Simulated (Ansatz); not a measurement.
Basis-set extrapolation for CH8AlClSi2 (PBE0-D4/def2-TZVP geometry, frozen core, Ansatz 0.2.0). Multiplicity 1, RHF reference.

```tsv
	def2-TZVPP	def2-QZVPP
HF	-1321.852368	-1321.891528
MP2 correlation	-0.696929	-0.751546
CCSD(T) correlation	-0.811273	not run
```

Energies in hartree. Use E(X) = E(∞) + A·exp(−7.88·√X) for Hartree–Fock and E(X) = E(∞) + B·X^(−2.97) for correlation, with X = 3 and 4, and add CCSD(T) minus MP2 of the smaller set to the MP2 limit.

**Question.** What is the CCSD(T) energy at the basis-set limit?

**Answer.** HF limit: -1321.891528 + (-0.039160) × 0.13774 = -1321.89692. MP2 limit: -0.751546 + (-0.054617) × 0.74074 = -0.79200. Higher-order term: -0.811273 − (-0.696929) = -0.11434. Total: -1322.80326 hartree, 366.6 kJ/mol below CCSD(T)/def2-TZVPP.
